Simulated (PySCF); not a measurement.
Compounds:

A. SMILES C(=C)Cn1cc(C)nn1
B. SMILES [SiH3]NB1CCCCC1
C. `CSc1ccnn1C1CC1`

Spectrum 1. $^{1}$H NMR (400 MHz, computed): δ 7.29 (m, 1H), 5.74 (m, 1H), 3.11 (m, 1H), 2.41 (s, 3H), 1.40 (m, 2H), 0.81 (m, 2H). $^{13}$C{$^{1}$H} NMR (computed): δ 142.6 (C), 141.5 (CH), 104.7 (CH), 31.7 (CH), 18.4 (CH3), 8.6 (CH2).

Spectrum 2. $^{1}$H NMR (400 MHz, computed): δ 7.27 (s, 1H), 6.15 (m, 1H), 5.75 (m, 1H), 5.58 (m, 1H), 4.77 (d, 2H), 2.43 (s, 3H). $^{13}$C{$^{1}$H} NMR (computed): δ 147.5 (C), 143.8 (CH), 127.4 (CH2), 124.5 (CH), 54.9 (CH2), 12.8 (CH3).

Spectrum 3. $^{1}$H NMR (400 MHz, computed): δ 4.71 (s, 3H), 2.94 (br s, 1H), 1.50 (m, 4H), 1.42 (m, 2H), 0.79 (m, 4H). $^{13}$C{$^{1}$H} NMR (computed): δ 30.7 (CH2), 28.3 (CH2), 21.8 (CH2).

How the numbers were obtained: shielding tensors at PBE0/pcSseg-1 (GIAO), PBE0-D3(BJ)/def2-SVP structure, in PySCF (one conformer, no relativistic terms, isolated molecule, rapidly exchanging positions averaged).

Chemical shifts δ = σref − σ; $^{1}$H (31.27 ppm), $^{13}$C (184.41 ppm) vs TMS, all at this level. Where no couplings were computed, multiplicities follow the n + 1 count of equivalent neighbours, and m marks all less simple cases (inequivalent or close neighbours, rings, F or P nearby). Carbons bonded to boron are broad in practice. Shifts are as computed. Against solution values, carbons near 30 ppm lie about +2 ppm off and those near 130 ppm about +5 ppm; carbons on S a further +3 ppm. Of 1211 compounds with measured shifts, 218 miss one by over three times the rms of a fit or turn the order of signals round; such compounds aren't used in these exercises. OH and NH positions are gas-phase values without hydrogen bonding to other molecules.

**Question.** Match each spectrum to its structure.

**Answer.** 1–C, 2–A, 3–B.

- Spectrum 1 (C): 6 $^{13}$C signals; δC 141.5 is an aromatic CH next to a ring nitrogen; δC 31.7 is a three-membered-ring carbon.
- Spectrum 2 (A): 6 $^{13}$C signals; δC 143.8 is an alkene CH; δC 127.4 is a terminal =CH2 carbon.
- Spectrum 3 (B): 3 $^{13}$C signals; δC 30.7 is an sp3 CH2 in a ring; δC 28.3 is an sp3 CH2 in a ring.
